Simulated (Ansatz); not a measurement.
V₂O⁺, relaxed as a doublet with UKS PBE-D4/def2-TZVP in Ansatz, starting from packed atoms. Force threshold 0.02 eV/Å.

The charge 1 doublet is spin-contaminated (final ⟨S²⟩ up to 2.37, 0.75 for a pure state). The relaxation made no stability test and no search for a lower SCF solution. No other spin state of charge 1 was run. The structure comes from a short search, and lower isomers may exist.

Start:

```csv
atom,x (Å),y (Å),z (Å)
V1,0.208,-1.817,0.083
V2,0.628,1.651,-0.393
O3,-0.837,0.166,0.310
```

| step | energy (eV) | largest force component (eV/Å) | SCF passes |
| --- | --- | --- | --- |
| 1 | -53398.8605 | 3.618 | 225 |
| 2 | -53400.6932 | 4.047 | 65 |
| 3 | -53401.2783 | 3.985 | 46 |
| 4 | -53401.4884 | 0.501 | 45 |
| 5 | -53401.5142 | 0.326 | 44 |
| 6 | -53401.6474 | 0.480 | 46 |
| 7 | -53401.6642 | 1.220 | 48 |
| 8 | -53401.6744 | 0.557 | 39 |
| 9 | -53401.6984 | 0.089 | 34 |
| 10 | -53401.6987 | 0.047 | 32 |
| 11 | -53401.6987 | 0.010 | 31 |

Force components are those of the run's own axes.

End:

Cartesian coordinates in Å:
```
V 0.295 -1.144 -0.011
V 0.564 1.050 -0.313
O -0.859 0.095 0.325
```

By distances, no bond broke or formed, bridged metal pairs apart. The bond that changes most is V1–O3, from 2.25 to 1.73 Å (atoms count from 1). Metal–metal contacts that move far: V1–V2 3.53 to 2.23 Å. The end is the same structure that another start reached.

No frequencies were taken in this run, so the end may be a saddle point.

It took 24 s on 4 threads of Arm Neoverse V2 on a shared host.
